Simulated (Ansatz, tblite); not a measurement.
Forces on Cu4Cl4 at its r2SCAN-D4/def2-SVP geometry. Total charge 0; singlet.

The xTB rows come from tblite. The structure comes from a short search, and lower isomers may exist.

GFN1-xTB (tblite), largest force 0.28 eV/Å:

```xyz
8
positions Å, forces eV/Å
Cu   -1.986    0.438   -0.196   -0.066    0.015   -0.007
Cu    1.986   -0.438    0.196    0.066   -0.015    0.007
Cu    0.319    1.082   -0.813    0.062    0.212   -0.159
Cu   -0.319   -1.081    0.813   -0.061   -0.212    0.159
Cl   -1.353    2.494   -0.400   -0.008   -0.275   -0.060
Cl    2.207    0.407   -1.780   -0.075   -0.006    0.271
Cl   -2.317   -1.684    0.038    0.096    0.255    0.069
Cl    1.463   -1.217    2.142   -0.014    0.026   -0.280
```

GFN2-xTB (tblite), largest force 0.69 eV/Å:

```
Cu -0.548 0.121 -0.054
Cu 0.548 -0.122 0.054
Cu 0.157 0.535 -0.402
Cu -0.157 -0.535 0.402
Cl 0.109 -0.498 -0.024
Cl -0.269 -0.044 0.431
Cl 0.300 0.407 0.065
Cl -0.141 0.135 -0.472
```

r2SCAN-D4/def2-TZVP (Ansatz), largest force 0.44 eV/Å:

```
Cu -0.202 0.045 -0.020
Cu 0.202 -0.045 0.020
Cu 0.083 0.284 -0.214
Cu -0.083 -0.284 0.214
Cl 0.083 -0.427 -0.025
Cl -0.220 -0.037 0.374
Cl 0.247 0.354 0.058
Cl -0.111 0.110 -0.407
```
